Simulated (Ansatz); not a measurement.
`CCO[Si](O)(O)O` from Hartree–Fock to CCSD(T)

```xyz
15

C    -1.082    1.878   -0.437
C    -0.207    1.246    0.618
O    -0.449   -0.150    0.708
Si    0.495   -1.290    0.040
O     0.807   -0.815   -1.489
O     1.951   -1.502    0.747
O    -0.310   -2.702    0.184
H    -0.850    1.467   -1.422
H    -2.136    1.693   -0.221
H    -0.921    2.959   -0.466
H     0.850    1.439    0.402
H    -0.421    1.672    1.603
H     1.571   -1.210   -1.911
H     1.964   -2.023    1.551
H    -1.263   -2.662    0.093
```

The species carries charge 0 and has multiplicity 1. The geometry is a stationary point of PBE0-D4/def2-TZVP. It is one conformer, not always the lowest. Frozen core, restricted reference, the Gaussian-basis code of Ansatz. CBS rows extrapolate triple and quadruple zeta; past MP2 they add the triple-zeta difference.

```csv
basis,HF (Eh),MP2 corr.,CCSD corr.,(T),CCSD(T) total
def2-TZVPP,?,-1.41629,-1.45042,-0.05212,?
def2-QZVPP,-669.21886,?,–,–,–
CBS(def2),?,-1.60908,?,as TZ,?
```

Task: Fill in the withheld values. (An estimate is asked.)

Result: Ansatz gave: def2-TZVPP HF (Eh): -669.19043; def2-TZVPP CCSD(T) total: -670.69297; def2-QZVPP MP2 corr.: -1.52704; CBS(def2) HF (Eh): -669.22278; CBS(def2) CCSD corr.: -1.64321; CBS(def2) CCSD(T) total: -670.91811.
